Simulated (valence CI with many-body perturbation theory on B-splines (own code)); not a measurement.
Level structure of Rh XXIII

Computed by configuration interaction combined with many-body perturbation theory (CI+MBPT): five valence electrons over a frozen Dirac-Fock core [Ar], radial functions for each j: 7 s, 7 p, 8 d, 6 f, 4 g, 1 h, with the one-electron correlation potential Σ1 (screened to all orders), the two-electron term Σ2, the three-electron term Σ3, Breit, model QED; selected single and double excitations, second order for the rest, scaled by the run's own slope (own B-spline code, finite nucleus).

No measured spectrum was set against this ion. As an estimate, terms of the open shell hold to 2 to 4 % of their energy, and close levels can change places. Only levels of the ground parity were solved; by the run's estimate the other parity begins above the list, which can be wrong where configurations are misplaced.

Levels 1 to 37 of 37, with energies above the lowest level, 3d5 6S_5/2. "Leading %" is the weight of the configuration and term that name the level; weights of strongly mixed levels are sums over their largest components and can fall short.

```tsv
No.	Configuration	Term	J	E (eV)	Leading %	Second component	g
1	3d5	6S	5/2	0.000	88	10 % 3d5 4P	1.947
2	3d5	4G	5/2	10.719	30	19 % 3d5 2F	1.043
3	3d5	4G	7/2	13.283	70	12 % 3d5 2F	1.064
4	3d5	4G	11/2	13.622	83	14 % 3d5 2H	1.232
5	3d5	4P	3/2	13.794	50	41 % 3d5 4D	1.415
6	3d5	4G	5/2	14.038	45	22 % 3d5 4D	1.053
7	3d5	4G	9/2	14.256	88	6 % 3d5 4F	1.167
8	3d5	4P	1/2	15.352	69	26 % 3d5 4D	1.938
9	3d5	4D	7/2	17.209	73	19 % 3d5 4G	1.324
10	3d5	4D	5/2	18.326	43	27 % 3d5 2D	1.297
11	3d5	4D	1/2	19.380	74	24 % 3d5 4P	0.682
12	3d5	2I	11/2	19.729	74	14 % 3d5 2H	0.983
13	3d5	4D	3/2	19.900	49	38 % 3d5 4P	1.344
14	3d5	2F	7/2	21.080	45	31 % 3d5 4F	1.123
15	3d5	2I	13/2	21.328	100		1.074
16	3d5	2D	3/2	21.695	47	44 % 3d5 4F	0.697
17	3d5	2G	9/2	21.838	46	33 % 3d5 4F	1.165
18	3d5	2F	5/2	22.422	28	22 % 3d5 4P	1.077
19	3d5	4F	5/2	24.650	43	30 % 3d5 2F	1.066
20	3d5	2H	9/2	25.150	55	42 % 3d5 4F	1.092
21	3d5	2G	7/2	26.118	47	31 % 3d5 2F	1.045
22	3d5	4F	3/2	27.000	47	46 % 3d5 2D	0.652
23	3d5	2F	7/2	27.362	52	31 % 3d5 2G	1.077
24	3d5	2F	5/2	27.564	58	19 % 3d5 2D	0.984
25	3d5	2H	11/2	29.116	72	22 % 3d5 2I	1.062
26	3d5	2F	7/2	29.458	50	36 % 3d5 4F	1.150
27	3d5	2G	9/2	29.868	50	30 % 3d5 2H	1.090
28	3d5	2S	1/2	30.317	87	6 % 3d5 4P	1.960
29	3d5	2D	5/2	31.941	48	36 % 3d5 2F	1.060
30	3d5	2D	3/2	33.779	92	5 % 3d5 4D	0.815
31	3d5	2D	5/2	36.025	72	19 % 3d5 2F	1.137
32	3d5	2G	9/2	37.614	99		1.108
33	3d5	2G	7/2	38.655	90	9 % 3d5 2F	0.911
34	3d5	2P	3/2	43.714	84	15 % 3d5 2D	1.245
35	3d5	2P	1/2	45.662	93	6 % 3d5 2S	0.744
36	3d5	2D	5/2	49.122	98		1.195
37	3d5	2D	3/2	50.475	83	15 % 3d5 2P	0.875
```

Names give the largest LS component (configuration and term), which can be under half, so a name can repeat, a term be missing and a line seem to break the LS rules; names also repeat where a configuration has a term twice.

The ionisation energy to 3d4 5D_0 of the next ion comes out as 1061.1 eV (NIST: 1061 ± 4 eV (theoretical)). All 37 levels together are meant to be complete up to 52.518 eV.
